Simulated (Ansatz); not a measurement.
C$_{2}$H$_{5}$FS$_{2}$Si, SMILES `F/C=C(\[SiH3])SS`, relaxed with RKS PBE0-D4/def2-TZVP in Ansatz 0.2.0 from a PBE-D4/def2-SVP geometry. The force threshold is 0.005 eV/Å; the program also tests the step.

The species carries charge 0 and has multiplicity 1.

Start:

```xyz
11

F    -0.777   -2.558    0.434
C     0.327   -1.803    0.358
C     0.272   -0.455    0.270
Si   -1.327    0.549    0.215
S     1.841    0.389    0.404
S     2.087    1.274   -1.491
H     1.258   -2.397    0.396
H    -2.425   -0.213   -0.474
H    -1.760    0.890    1.617
H    -1.052    1.824   -0.532
H     1.555    2.500   -1.196
```

```json
{"step": "1", "energy (eV)": "-34407.0552", "largest force (eV/Å)": "0.809", "largest move (Å)": "0.000"}
{"step": "2", "energy (eV)": "-34407.1257", "largest force (eV/Å)": "0.336", "largest move (Å)": "0.056"}
{"step": "3", "energy (eV)": "-34407.1285", "largest force (eV/Å)": "0.157", "largest move (Å)": "0.046"}
{"step": "4", "energy (eV)": "-34407.1313", "largest force (eV/Å)": "0.120", "largest move (Å)": "0.062"}
{"step": "5", "energy (eV)": "-34407.1328", "largest force (eV/Å)": "0.047", "largest move (Å)": "0.030"}
{"step": "6", "energy (eV)": "-34407.1331", "largest force (eV/Å)": "0.034", "largest move (Å)": "0.028"}
{"step": "7", "energy (eV)": "-34407.1337", "largest force (eV/Å)": "0.035", "largest move (Å)": "0.032"}
{"step": "8", "energy (eV)": "-34407.1341", "largest force (eV/Å)": "0.054", "largest move (Å)": "0.055"}
{"step": "9", "energy (eV)": "-34407.1344", "largest force (eV/Å)": "0.050", "largest move (Å)": "0.022"}
{"step": "10", "energy (eV)": "-34407.1348", "largest force (eV/Å)": "0.033", "largest move (Å)": "0.042"}
{"step": "11", "energy (eV)": "-34407.1350", "largest force (eV/Å)": "0.035", "largest move (Å)": "0.031"}
{"step": "12", "energy (eV)": "-34407.1351", "largest force (eV/Å)": "0.030", "largest move (Å)": "0.026"}
{"step": "13", "energy (eV)": "-34407.1351", "largest force (eV/Å)": "0.017", "largest move (Å)": "0.010"}
{"step": "14", "energy (eV)": "-34407.1352", "largest force (eV/Å)": "0.011", "largest move (Å)": "0.004"}
{"step": "15", "energy (eV)": "-34407.1352", "largest force (eV/Å)": "0.014", "largest move (Å)": "0.003"}
{"step": "16", "energy (eV)": "-34407.1352", "largest force (eV/Å)": "0.002", "largest move (Å)": "0.003"}
```

End:

```xyz
11

F    -0.741   -2.561    0.273
C     0.332   -1.775    0.294
C     0.242   -0.449    0.274
Si   -1.338    0.547    0.221
S     1.778    0.405    0.479
S     2.135    1.244   -1.356
H     1.258   -2.340    0.338
H    -2.478   -0.281   -0.243
H    -1.616    1.080    1.579
H    -1.132    1.686   -0.708
H     1.559    2.444   -1.150
```

It took 46 s on 4 threads of an Intel Xeon 6975P-C on a shared host, with 0.8 GiB of host memory at the peak.
